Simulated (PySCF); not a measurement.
## Where the electron goes

C5H10O2.
Z-matrix (Å and degrees, GFN2-xTB geometry), rows numbered from 1:
```
C 
C   1  1.5236
O   2  1.4186  1  113.22
C   3  1.3796  2  115.60  1    74.72
C   4  1.5321  3  112.09  2   179.38
C   5  1.5306  4   84.86  3   117.51
O   6  1.4299  5   91.39  4     0.66
H   1  1.0868  2  110.16  3   -61.27
H   1  1.0869  2  109.85  3    58.13
H   1  1.0869  2  109.68  3   178.17
H   2  1.1002  1  110.12  3   122.61
H   2  1.0930  1  110.56  3  -116.98
H   4  1.1050  3  110.51  2    47.53
H   5  1.0853  4  112.31  3     2.29
H   5  1.0852  4  115.51  3  -126.07
H   6  1.0924  5  115.77  4  -114.31
H   6  1.0929  5  115.68  4   115.00
```

Computed with TDDFT PBE0/def2-SVPD, vertical, gas phase, core orbitals frozen in the response in PySCF.

Kohn–Sham orbitals with the atoms that hold most of them (Löwdin shares over 4%, at most four atoms; ? is withheld):

```csv
orbital,ε (eV),atoms
HOMO-3,-9.30,"O3 22%, C2 18%, C1 14%, H12 8%"
HOMO-2,-8.79,"O7 34%, C5 16%, C4 14%, O3 14%"
HOMO-1,-7.95,?
HOMO,-7.57,"O7 54%, O3 11%, C6 10%, H16 5%"
LUMO,0.87,?
LUMO+1,1.11,"C6 13%, H17 10%, C5 9%, C2 9%"
LUMO+2,1.35,"O7 15%, O3 12%, H13 9%, H15 8%"
```

Task: Give the leading atoms of the HOMO-1.

Result: O3 (bonded to 2 C) 50%; O7 (bonded to 2 C) 11%; C2 (bonded to C, O and 2 H) 9%; C1 (bonded to C and 3 H) 8%. By element: oxygen 61%, carbon 16% or more.

Task: Give the leading atoms of the LUMO.

Result: C5 (bonded to 2 C and 2 H) 10%; C6 (bonded to C, O and 2 H) 10%; C2 (bonded to C, O and 2 H) 10%; C4 (bonded to C, 2 O and H) 9%.

Task: The HOMO–LUMO gap is 8.44 eV. Where does the response calculation put the lowest singlet, and from which orbitals?

Result: S1 is at 7.26 eV (f = 0.0080), 1.18 eV below the gap, made of HOMO→LUMO (87%). Without the coupling terms of the response equations the lowest excitation would equal the gap.

Task: One configuration dominates each of S1, S2 and S6. Which, and how do the shares of the two leading atoms of either orbital change from the occupied to the empty one?

Result: 
- S1 (7.26 eV, f 0.0080), HOMO→LUMO (87%): O7 54% → at most 10%, O3 11% → at most 10%, C5 at most 6% → 10%, C6 10% → 10%
- S2 (7.56 eV, f 0.0091), HOMO→LUMO+1 (84%): O7 54% → at most 9%, O3 11% → at most 9%, C6 10% → 13%, H17 at most 6% → 10%
- S6 (8.08 eV, f 0.0062), HOMO-1→LUMO+1 (84%): O3 50% → at most 9%, O7 11% → at most 9%, C6 at most 8% → 13%, H17 at most 8% → 10%

Löwdin shares depend on the basis, the more so with diffuse functions.

One conformer stands for the species.
